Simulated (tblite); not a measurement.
Record of a relaxation.

Compound: CH₈Ge₂O₂P (doublet state).
Numbering: `[CH3:1][O:2][Ge@H:3]([PH:4])[O:5][GeH3:6]` (hydrogens: H7, H8, H9 on C1; H10 on Ge3; H11 on P4; H12, H13, H14 on Ge6)

Computed with GFN2-xTB (tblite), gas phase: L-BFGS steps from a force-field or distance-geometry start until the largest atomic force falls under 0.01 eV/Å. 9 of its 163 geometries are shown.

Step 0: E = -563.2352 eV, largest atomic force 1.675 eV/Å
```
atom  x, y, z in Å  |  force x, y, z in eV/Å
C1     -2.674   -0.525   -0.359   -0.925  -0.347   0.519
O2     -1.600    0.214   -0.865    0.363  -0.542   0.612
Ge3    -0.238   -0.085    0.301   -0.004   0.611  -0.618
P4      0.483    1.893    1.072    0.149   1.301   1.045
O5      1.013   -0.981   -0.571    0.631   0.096   0.239
Ge6     2.567   -0.176   -0.246    0.807  -0.128   0.124
H7     -2.296   -1.321    0.310   -0.690  -0.064  -0.341
H8     -3.249   -1.002   -1.158    0.036   0.320  -0.015
H9     -3.316    0.126    0.274    0.071  -0.303  -0.508
H10    -0.809   -0.874    1.521    0.259  -0.055  -0.349
H11     1.180    2.569    0.058   -0.421  -0.402  -0.150
H12     2.489    1.237   -0.854    0.303  -0.564  -0.007
H13     2.707   -0.070    1.312    0.045  -0.045  -0.649
H14     3.743   -1.004   -0.818   -0.623   0.121   0.099
```

Step 20: E = -564.3203 eV, largest atomic force 0.183 eV/Å
```
atom  x, y, z in Å  |  force x, y, z in eV/Å
C1     -2.883   -0.591   -0.383   -0.052  -0.027   0.044
O2     -1.633    0.022   -0.599   -0.026   0.100  -0.089
Ge3    -0.264    0.066    0.545   -0.002   0.012   0.017
P4      0.283    2.207    1.246   -0.110  -0.022   0.005
O5      1.159   -0.501   -0.362   -0.001  -0.010   0.046
Ge6     2.856   -0.145   -0.256    0.046  -0.072  -0.048
H7     -2.798   -1.501    0.212    0.040  -0.047   0.068
H8     -3.318   -0.853   -1.349    0.157   0.032  -0.089
H9     -3.576    0.089    0.120    0.072   0.071   0.044
H10    -0.551   -1.089    1.519    0.026   0.028   0.019
H11     0.818    2.481   -0.018   -0.080  -0.056   0.011
H12     3.146    1.137   -0.990   -0.033  -0.007  -0.006
H13     3.251    0.001    1.189   -0.012   0.012   0.005
H14     3.510   -1.324   -0.896   -0.025  -0.015  -0.029
```

Step 40: E = -564.3725 eV, largest atomic force 0.087 eV/Å
```
atom  x, y, z in Å  |  force x, y, z in eV/Å
C1     -2.799   -0.547   -0.408   -0.023  -0.020   0.014
O2     -1.549    0.089   -0.527   -0.050  -0.011  -0.031
Ge3    -0.252    0.077    0.689    0.057  -0.001   0.002
P4     -0.034    2.296    1.276    0.027  -0.067   0.049
O5      1.188   -0.462   -0.198   -0.041   0.015   0.035
Ge6     2.890   -0.208   -0.297    0.055  -0.025   0.026
H7     -2.746   -1.461    0.191    0.043  -0.004  -0.023
H8     -3.133   -0.802   -1.416   -0.022   0.018   0.035
H9     -3.525    0.125    0.060    0.005  -0.001  -0.078
H10    -0.535   -1.144    1.579   -0.012   0.059   0.032
H11     0.492    2.499   -0.003   -0.021   0.030  -0.022
H12     3.162    1.036   -1.098   -0.025   0.016   0.017
H13     3.429   -0.064    1.102    0.019   0.027  -0.027
H14     3.410   -1.434   -0.971   -0.011  -0.035  -0.030
```

Step 61: E = -564.4080 eV, largest atomic force 0.134 eV/Å
```
atom  x, y, z in Å  |  force x, y, z in eV/Å
C1     -2.671   -0.542   -0.500    0.021   0.027   0.008
O2     -1.431    0.128   -0.515   -0.023   0.030  -0.024
Ge3    -0.247    0.146    0.818   -0.015  -0.002   0.053
P4     -0.003    2.342    1.454    0.036   0.031  -0.074
O5      1.253   -0.509    0.164   -0.012  -0.023  -0.024
Ge6     2.885   -0.317   -0.351    0.128   0.024   0.033
H7     -2.649   -1.433    0.133   -0.007  -0.011  -0.032
H8     -2.908   -0.833   -1.526    0.030  -0.009   0.036
H9     -3.451    0.130   -0.130   -0.025  -0.022  -0.026
H10    -0.656   -0.985    1.762    0.002  -0.032   0.014
H11    -0.093    2.697    0.102    0.010  -0.027   0.052
H12     3.019    0.901   -1.220   -0.044   0.034  -0.022
H13     3.727   -0.157    0.888   -0.031  -0.012  -0.022
H14     3.224   -1.569   -1.101   -0.071  -0.005   0.028
```

Step 81: E = -564.4560 eV, largest atomic force 0.121 eV/Å
```
atom  x, y, z in Å  |  force x, y, z in eV/Å
C1     -2.468   -0.520   -0.576   -0.055  -0.025  -0.037
O2     -1.447    0.403   -0.280    0.033  -0.085   0.026
Ge3    -0.224    0.211    1.014    0.002   0.012  -0.005
P4      0.330    2.408    1.369    0.001   0.003   0.051
O5      1.226   -0.641    0.434   -0.037   0.021  -0.097
Ge6     2.722   -0.379   -0.390    0.036  -0.044   0.043
H7     -2.433   -1.403    0.067    0.018   0.023   0.043
H8     -2.395   -0.850   -1.614    0.101   0.047  -0.047
H9     -3.423   -0.013   -0.433   -0.109  -0.032  -0.006
H10    -0.753   -0.935    1.875   -0.018   0.053   0.086
H11    -0.456    2.707    0.257    0.015   0.033   0.005
H12     2.640    0.847   -1.258   -0.010  -0.038  -0.028
H13     3.761   -0.189    0.678    0.006  -0.008  -0.013
H14     2.921   -1.646   -1.164    0.017   0.040  -0.022
```

Step 101: E = -564.5101 eV, largest atomic force 0.095 eV/Å
```
atom  x, y, z in Å  |  force x, y, z in eV/Å
C1     -2.329   -0.553   -0.621   -0.005  -0.027  -0.007
O2     -1.609    0.483    0.007    0.019   0.022   0.021
Ge3    -0.237    0.282    1.119   -0.003   0.031  -0.003
P4      0.397    2.466    1.428   -0.022  -0.019  -0.027
O5      1.034   -0.671    0.294   -0.022   0.057   0.024
Ge6     2.572   -0.443   -0.462    0.004  -0.017   0.008
H7     -2.351   -1.466   -0.023    0.026   0.011   0.019
H8     -1.883   -0.776   -1.591    0.008  -0.058  -0.051
H9     -3.351   -0.199   -0.766   -0.044   0.018  -0.026
H10    -0.651   -0.775    2.146    0.014   0.012  -0.009
H11    -0.489    2.825    0.408    0.039  -0.042   0.076
H12     2.522    0.756   -1.361   -0.006   0.043  -0.054
H13     3.581   -0.219    0.629    0.004  -0.040  -0.023
H14     2.792   -1.710   -1.230   -0.014   0.010   0.052
```

Step 122: E = -564.5432 eV, largest atomic force 0.098 eV/Å
```
atom  x, y, z in Å  |  force x, y, z in eV/Å
C1     -2.022   -0.586   -0.710   -0.032  -0.005   0.063
O2     -1.591    0.539    0.022    0.023   0.010   0.023
Ge3    -0.289    0.444    1.238    0.011   0.007  -0.024
P4      0.258    2.629    1.644   -0.015   0.016  -0.031
O5      1.042   -0.474    0.509    0.050  -0.017   0.009
Ge6     2.382   -0.552   -0.576   -0.019  -0.051  -0.048
H7     -2.191   -1.452   -0.064   -0.035   0.034   0.020
H8     -1.277   -0.862   -1.458    0.021  -0.006  -0.096
H9     -2.957   -0.308   -1.197    0.015  -0.026  -0.052
H10    -0.715   -0.614    2.251    0.010  -0.031   0.047
H11    -0.844    3.018    0.881    0.022  -0.019   0.022
H12     2.276    0.533   -1.613   -0.012  -0.006   0.002
H13     3.625   -0.393    0.247   -0.004   0.023   0.032
H14     2.300   -1.922   -1.195   -0.036   0.070   0.031
```

Step 142: E = -564.5624 eV, largest atomic force 0.093 eV/Å
```
atom  x, y, z in Å  |  force x, y, z in eV/Å
C1     -1.785   -0.597   -0.781    0.049  -0.028  -0.006
O2     -1.497    0.521    0.022    0.039   0.019   0.041
Ge3    -0.267    0.504    1.329   -0.083   0.021  -0.036
P4      0.256    2.712    1.627    0.058  -0.028   0.018
O5      1.123   -0.412    0.741    0.043  -0.030  -0.037
Ge6     2.174   -0.611   -0.619   -0.029  -0.007  -0.006
H7     -2.173   -1.430   -0.193   -0.044  -0.012   0.050
H8     -0.892   -0.944   -1.315    0.064   0.014  -0.007
H9     -2.532   -0.291   -1.513   -0.050   0.045  -0.025
H10    -0.735   -0.489    2.393    0.013  -0.009   0.025
H11    -1.006    3.065    1.165   -0.080   0.011  -0.032
H12     1.878    0.430   -1.664    0.007   0.010  -0.001
H13     3.558   -0.472   -0.067    0.011   0.004   0.008
H14     1.899   -1.989   -1.147    0.002  -0.011   0.005
```

Step 162: E = -564.5660 eV, largest atomic force 0.010 eV/Å
```
atom  x, y, z in Å  |  force x, y, z in eV/Å
C1     -1.754   -0.583   -0.785   -0.005   0.000   0.000
O2     -1.499    0.506    0.066   -0.001  -0.001   0.002
Ge3    -0.260    0.504    1.358   -0.003  -0.003  -0.005
P4      0.180    2.733    1.629    0.000   0.002  -0.002
O5      1.145   -0.378    0.743    0.002  -0.004   0.004
Ge6     2.162   -0.622   -0.633   -0.003   0.009  -0.001
H7     -2.204   -1.418   -0.243   -0.001   0.000   0.007
H8     -0.833   -0.934   -1.267    0.000  -0.003   0.003
H9     -2.447   -0.237   -1.555    0.004   0.005  -0.006
H10    -0.674   -0.497    2.438    0.001  -0.002   0.000
H11    -1.098    3.020    1.152    0.001   0.000   0.001
H12     1.873    0.416   -1.683    0.001  -0.007  -0.004
H13     3.558   -0.506   -0.106    0.003   0.001   0.006
H14     1.851   -2.003   -1.136    0.001   0.003  -0.005
```

**Question.** Summarise the path.

**Answer.** The energy falls by 30.69 kcal/mol from step 0 to step 162; nine tenths of that is first reached at step 74. It rises by more than 0.2 meV at step 63. The largest force goes from 1.675 to 0.010 eV/Å. Among the bonds Ge6–H13 changes most, from 1.568 to 1.497 Å; the atoms move by 1.568 Å rms after alignment.

**Question.** Follow the three bonds and two angles with the largest change from start to end.

**Answer.** 
```json
{"step": "0", "E above end (kcal/mol)": "30.69", "largest force (eV/Å)": "1.675", "Ge6–H13 (Å)": "1.568", "O5–Ge6 (Å)": "1.780", "Ge3–P4 (Å)": "2.242", "Ge3–O5–Ge6 (°)": "107.4", "Ge3–P4–H11 (°)": "109.6"}
{"step": "7", "E above end (kcal/mol)": "13.85", "largest force (eV/Å)": "0.601", "Ge6–H13 (Å)": "1.512", "O5–Ge6 (Å)": "1.730", "Ge3–P4 (Å)": "2.314", "Ge3–O5–Ge6 (°)": "112.6", "Ge3–P4–H11 (°)": "90.8"}
{"step": "14", "E above end (kcal/mol)": "6.90", "largest force (eV/Å)": "0.383", "Ge6–H13 (Å)": "1.497", "O5–Ge6 (Å)": "1.729", "Ge3–P4 (Å)": "2.330", "Ge3–O5–Ge6 (°)": "133.2", "Ge3–P4–H11 (°)": "91.7"}
{"step": "21", "E above end (kcal/mol)": "5.59", "largest force (eV/Å)": "0.171", "Ge6–H13 (Å)": "1.505", "O5–Ge6 (Å)": "1.735", "Ge3–P4 (Å)": "2.314", "Ge3–O5–Ge6 (°)": "133.0", "Ge3–P4–H11 (°)": "89.8"}
{"step": "28", "E above end (kcal/mol)": "5.07", "largest force (eV/Å)": "0.144", "Ge6–H13 (Å)": "1.504", "O5–Ge6 (Å)": "1.738", "Ge3–P4 (Å)": "2.302", "Ge3–O5–Ge6 (°)": "137.2", "Ge3–P4–H11 (°)": "86.6"}
{"step": "35", "E above end (kcal/mol)": "4.64", "largest force (eV/Å)": "0.085", "Ge6–H13 (Å)": "1.506", "O5–Ge6 (Å)": "1.733", "Ge3–P4 (Å)": "2.300", "Ge3–O5–Ge6 (°)": "139.2", "Ge3–P4–H11 (°)": "86.2"}
{"step": "42", "E above end (kcal/mol)": "4.41", "largest force (eV/Å)": "0.079", "Ge6–H13 (Å)": "1.503", "O5–Ge6 (Å)": "1.726", "Ge3–P4 (Å)": "2.298", "Ge3–O5–Ge6 (°)": "142.5", "Ge3–P4–H11 (°)": "87.1"}
{"step": "49", "E above end (kcal/mol)": "4.02", "largest force (eV/Å)": "0.205", "Ge6–H13 (Å)": "1.509", "O5–Ge6 (Å)": "1.718", "Ge3–P4 (Å)": "2.301", "Ge3–O5–Ge6 (°)": "150.3", "Ge3–P4–H11 (°)": "88.7"}
{"step": "56", "E above end (kcal/mol)": "3.78", "largest force (eV/Å)": "0.086", "Ge6–H13 (Å)": "1.503", "O5–Ge6 (Å)": "1.731", "Ge3–P4 (Å)": "2.301", "Ge3–O5–Ge6 (°)": "148.9", "Ge3–P4–H11 (°)": "88.1"}
{"step": "63", "E above end (kcal/mol)": "3.62", "largest force (eV/Å)": "0.265", "Ge6–H13 (Å)": "1.501", "O5–Ge6 (Å)": "1.731", "Ge3–P4 (Å)": "2.299", "Ge3–O5–Ge6 (°)": "150.6", "Ge3–P4–H11 (°)": "88.2"}
{"step": "70", "E above end (kcal/mol)": "3.31", "largest force (eV/Å)": "0.121", "Ge6–H13 (Å)": "1.508", "O5–Ge6 (Å)": "1.724", "Ge3–P4 (Å)": "2.296", "Ge3–O5–Ge6 (°)": "148.6", "Ge3–P4–H11 (°)": "87.1"}
{"step": "77", "E above end (kcal/mol)": "2.85", "largest force (eV/Å)": "0.135", "Ge6–H13 (Å)": "1.505", "O5–Ge6 (Å)": "1.725", "Ge3–P4 (Å)": "2.291", "Ge3–O5–Ge6 (°)": "145.6", "Ge3–P4–H11 (°)": "87.4"}
{"step": "85", "E above end (kcal/mol)": "2.26", "largest force (eV/Å)": "0.192", "Ge6–H13 (Å)": "1.500", "O5–Ge6 (Å)": "1.729", "Ge3–P4 (Å)": "2.296", "Ge3–O5–Ge6 (°)": "141.2", "Ge3–P4–H11 (°)": "87.9"}
{"step": "92", "E above end (kcal/mol)": "1.80", "largest force (eV/Å)": "0.165", "Ge6–H13 (Å)": "1.501", "O5–Ge6 (Å)": "1.736", "Ge3–P4 (Å)": "2.292", "Ge3–O5–Ge6 (°)": "139.0", "Ge3–P4–H11 (°)": "87.6"}
{"step": "99", "E above end (kcal/mol)": "1.34", "largest force (eV/Å)": "0.122", "Ge6–H13 (Å)": "1.502", "O5–Ge6 (Å)": "1.732", "Ge3–P4 (Å)": "2.296", "Ge3–O5–Ge6 (°)": "139.4", "Ge3–P4–H11 (°)": "88.0"}
{"step": "106", "E above end (kcal/mol)": "1.17", "largest force (eV/Å)": "0.050", "Ge6–H13 (Å)": "1.501", "O5–Ge6 (Å)": "1.731", "Ge3–P4 (Å)": "2.291", "Ge3–O5–Ge6 (°)": "141.4", "Ge3–P4–H11 (°)": "88.3"}
{"step": "113", "E above end (kcal/mol)": "0.98", "largest force (eV/Å)": "0.088", "Ge6–H13 (Å)": "1.499", "O5–Ge6 (Å)": "1.723", "Ge3–P4 (Å)": "2.289", "Ge3–O5–Ge6 (°)": "147.5", "Ge3–P4–H11 (°)": "87.6"}
{"step": "120", "E above end (kcal/mol)": "0.59", "largest force (eV/Å)": "0.120", "Ge6–H13 (Å)": "1.502", "O5–Ge6 (Å)": "1.725", "Ge3–P4 (Å)": "2.286", "Ge3–O5–Ge6 (°)": "149.6", "Ge3–P4–H11 (°)": "88.9"}
{"step": "127", "E above end (kcal/mol)": "0.42", "largest force (eV/Å)": "0.076", "Ge6–H13 (Å)": "1.500", "O5–Ge6 (Å)": "1.727", "Ge3–P4 (Å)": "2.287", "Ge3–O5–Ge6 (°)": "149.7", "Ge3–P4–H11 (°)": "88.8"}
{"step": "134", "E above end (kcal/mol)": "0.35", "largest force (eV/Å)": "0.040", "Ge6–H13 (Å)": "1.498", "O5–Ge6 (Å)": "1.724", "Ge3–P4 (Å)": "2.290", "Ge3–O5–Ge6 (°)": "149.0", "Ge3–P4–H11 (°)": "90.0"}
{"step": "141", "E above end (kcal/mol)": "0.13", "largest force (eV/Å)": "0.130", "Ge6–H13 (Å)": "1.493", "O5–Ge6 (Å)": "1.724", "Ge3–P4 (Å)": "2.290", "Ge3–O5–Ge6 (°)": "143.5", "Ge3–P4–H11 (°)": "89.7"}
{"step": "148", "E above end (kcal/mol)": "0.03", "largest force (eV/Å)": "0.019", "Ge6–H13 (Å)": "1.497", "O5–Ge6 (Å)": "1.730", "Ge3–P4 (Å)": "2.289", "Ge3–O5–Ge6 (°)": "142.6", "Ge3–P4–H11 (°)": "89.4"}
{"step": "155", "E above end (kcal/mol)": "0.01", "largest force (eV/Å)": "0.038", "Ge6–H13 (Å)": "1.497", "O5–Ge6 (Å)": "1.728", "Ge3–P4 (Å)": "2.289", "Ge3–O5–Ge6 (°)": "144.0", "Ge3–P4–H11 (°)": "89.2"}
{"step": "162", "E above end (kcal/mol)": "0.00", "largest force (eV/Å)": "0.010", "Ge6–H13 (Å)": "1.497", "O5–Ge6 (Å)": "1.729", "Ge3–P4 (Å)": "2.288", "Ge3–O5–Ge6 (°)": "144.5", "Ge3–P4–H11 (°)": "89.1"}
```

The cost below is that of the whole relaxation. The run took 1.3 s of wall time on an Arm Neoverse V1 with one thread, no GPU, shared host with 32 logical CPUs at a one-minute load of 23.
